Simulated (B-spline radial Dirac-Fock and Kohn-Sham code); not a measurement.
**Two-hole binding energies of Ta³⁺**

System: tantalum as Ta³⁺, [Xe] 4f14 5d2, inside a Watson sphere of charge -3 and radius 2.2 Å (a model of the Madelung potential; inside it an electron's potential energy is raised by 19.6 eV).

Level of theory: Dirac-Fock ΔSCF + Breit + QED; an atomic code on a B-spline grid. U is the two-hole binding energy less the two single-hole energies, the effective repulsion of the holes after relaxation. Each two-hole energy is an average over J within one jj subconfiguration.

```
          holes  E(a) (eV)  E(b) (eV)  E(ab) (eV)  U (eV)
           1s⁻²    67428.1    67428.1    136218.0  1361.8
   1s⁻¹ 2p1/2⁻¹    67428.1    11154.3     78982.7   400.3
   1s⁻¹ 3p3/2⁻¹    67428.1     2215.7     69745.1   101.3
   1s⁻¹ 3d3/2⁻¹    67428.1     1811.1     69336.4    97.3
        2p1/2⁻²    11154.3    11154.3     22586.9   278.3
2p1/2⁻¹ 2p3/2⁻¹    11154.3     9898.5     21289.2   236.4
   2s⁻¹ 3p1/2⁻¹    11705.7     2489.6     14284.7    89.4
   2s⁻¹ 3p3/2⁻¹    11705.7     2215.7     14003.9    82.4
2p3/2⁻¹ 3p1/2⁻¹     9898.5     2489.6     12479.9    91.9
        3p1/2⁻²     2489.6     2489.6      5046.9    67.7
        3d5/2⁻²     1752.7     1752.7      3573.5    68.2
        4d3/2⁻²      260.7      260.7           ?       ?
4d3/2⁻¹ 4d5/2⁻¹      260.7      249.2       537.5    27.6
        5p1/2⁻²      61.04      61.04       139.4    17.4
```

Q: Give the missing two-hole energy and U.

A: E(ab) = 548.7 eV and U = 27.2 eV.

Values without a named source are computed, but for edge energies of neutral atoms, which are taken from tables.
